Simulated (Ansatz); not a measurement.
GaCu4. Total charge 0; doublet. Geometry relaxed at B3LYP-D4/def2-SVP.

Cartesian coordinates in Å:
```
Ga -0.205 -1.052 1.091
Cu -0.379 1.360 0.185
Cu 0.581 -0.323 -1.260
Cu -1.769 -0.389 -0.723
Cu 1.772 0.404 0.707
```

The structure comes from a short search, and lower isomers may exist.

Question: Estimate the harmonic wavenumbers at UKS B3LYP-D4/def2-SVP (Ansatz, unscaled). Is this a minimum?

Answer: 67, 76, 132, 142, 148, 151, 165, 219, 243 cm⁻¹. Yes, no mode is imaginary beyond noise. Zero-point energy 8.0 kJ/mol. Hardware: 4 threads of Intel Xeon 6975P-C on a shared host. Wall time 2.2 min, peak host memory 1.2 GiB.
